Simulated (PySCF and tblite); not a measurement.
Values are calculated unless marked as measured or tabulated.
## Pyramidal inversion: stationary points, barriers and rates

System: C7H13N, numbered as in [CH2:1]=[C:2]1[CH2:3][CH2:4][N:5]([CH3:6])[CH2:7][CH2:8]1.

Motion: pyramidal inversion at N5. Geometries: GFN2-xTB; energies: PBE0/pcSseg-1 + D3(BJ); zero-point and thermal terms from GFN2-xTB harmonic modes (soft modes blended into free rotors). Rate constants are transition-state-theory values, counting equivalent paths, without tunnelling. Programs: tblite and PySCF.

| point | symmetry | E(GFN2) kcal/mol | E(DFT) kcal/mol | ZPE change kcal/mol | lowest mode cm⁻¹ | dipole D |
| --- | --- | --- | --- | --- | --- | --- |
| start | Cs | 0.0 | 0.0 | 0.00 | 96 | 0.69 |
| saddle | C1 | 6.1 | 4.8 | -1.12 | 226i | 1.01 |
| end | Cs | 0.1 | -2.4 | -0.30 | 88 | 0.73 |

* Electronic barrier: 4.8 kcal/mol
* Barrier with zero-point energy: 3.6 kcal/mol
* ΔH‡ (298 K): 3.6 kcal/mol
* ΔS‡ (298 K, symmetry apart): 0.4 cal/(mol K)
* Paths: 2 equivalent paths
* End point: a different minimum
* Mean lifetime of the start against this motion at 298 K: 30 ps
* Cost: 2 min on 1 thread of Arm Neoverse V1, shared host (rough), peak memory 0.93 GiB, launched as `OMP_NUM_THREADS=1 python ens_run.py task.json out`

| T/K | ΔG‡ kcal/mol | k s⁻¹ | ΔG kcal/mol | k back s⁻¹ |
| --- | --- | --- | --- | --- |
| 150 | 3.5 | 4.4×10⁷ | -2.8 | 4280 |
| 200 | 3.5 | 1.2×10⁹ | -2.8 | 1.1×10⁶ |
| 250 | 3.5 | 9×10⁹ | -2.8 | 3.3×10⁷ |
| 298 | 3.5 | 3.3×10¹⁰ | -2.8 | 2.9×10⁸ |
| 350 | 3.5 | 8.9×10¹⁰ | -2.8 | 1.6×10⁹ |
| 400 | 3.6 | 1.8×10¹¹ | -2.8 | 5.2×10⁹ |
| 500 | 3.7 | 5×10¹¹ | -2.9 | 2.8×10¹⁰ |

ΔG and ΔG‡ leave out symmetry numbers and mirror images; rates count paths: 2 out, 2 back.
